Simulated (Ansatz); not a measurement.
Relaxation of BFH₃OSe (7 atoms, charge 1, multiplicity 1), to a largest force component of 0.02 eV/Å in at most 50 steps.

Theory: Ansatz 0.2.0, UKS r2SCAN-D4/def2-SVP.

```xyz
7
Properties=species:S:1:pos:R:3:forces:R:3
O -1.026 1.049 -0.156 0.60 -1.14 0.29
Se -0.676 -0.914 0.552 -1.28 1.07 -0.09
B 1.182 -0.911 0.058 0.49 0.04 -0.15
F 1.846 -1.985 0.318 0.22 -0.79 0.27
H -1.689 1.079 -0.872 -0.15 -0.11 -0.14
H -1.306 1.662 0.549 -0.06 0.04 0.23
H 1.669 0.019 -0.449 0.17 0.89 -0.41
```

Problem. Where does it end, and by what steps?

Solution. The run converged. After 6 steps the energy has fallen by 0.175 eV; H7 moved furthest, 0.10 Å.

```csv
step,energy less start (eV),largest force component (eV/Å),accepted
0,0.0000,1.281,yes
1,-0.1392,0.626,yes
2,-0.1697,0.200,yes
3,-0.1617,0.414,no
4,-0.1746,0.070,yes
5,-0.1748,0.022,yes
6,-0.1748,0.002,yes
```

```xyz
7
Properties=species:S:1:pos:R:3
O -0.986 0.971 -0.134
Se -0.754 -0.861 0.552
B 1.171 -0.880 0.048
F 1.808 -1.976 0.325
H -1.624 1.029 -0.877
H -1.242 1.616 0.560
H 1.626 0.101 -0.473
```

Run time: 35 s on 2 threads of Arm Neoverse V2, with other jobs on the host, peak memory 0.2 GiB.
